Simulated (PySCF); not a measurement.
C₆ coefficients of unlike pairs at PBE

Calculated with PySCF 2.14 from the dipole response of each species, C₆(A,B) = (3/π) ∫ α_A(iu) α_B(iu) du, in atomic units, from isotropic polarisabilities. For ions this is the dispersion term alone; charge-induced terms of lower order in 1/R come first.

```tsv
species	configuration	basis	relativity	α (bohr³)	C₆ (like pair)
P²⁺	[Ne] 3s2 3p1 (2P)	aug-cc-pwCVDZ (6s5p3d)	none	9.219	33.33
Ni⁺	[Ar] 3d9 (2D)	aug-cc-pVTZ-DK (8s7p5d3f2g)	spin-free X2C	9.028	29.47
Mn⁺	[Ar] 3d5 4s1 (7S)	aug-cc-pVDZ-DK (7s6p4d2f)	spin-free X2C	27.88	144.7
Xe³⁺	[Kr] 4d10 5s2 5p3 (4S)	aug-cc-pwCVTZ-DK3 with one added diffuse shell each of s, p, d, f type (11s10p8d5f1g)	spin-free X2C	9.455	56.41
```

Problem. Estimate C₆ for Ni⁺ with P²⁺.

Solution. The integral gives 30.66. The combination rule 2 C_A C_B / (C_A α_B/α_A + C_B α_A/α_B) gives 31.32 and the geometric mean 31.34.

No spin-orbit coupling is included.

The other pairs:

| pair | C₆ |
| --- | --- |
| Xe³⁺, Mn⁺ | 80.24 |
| Mn⁺, Ni⁺ | 61.63 |
| Xe³⁺, Ni⁺ | 40.22 |
| Mn⁺, P²⁺ | 66.53 |
| Xe³⁺, P²⁺ | 42.00 |
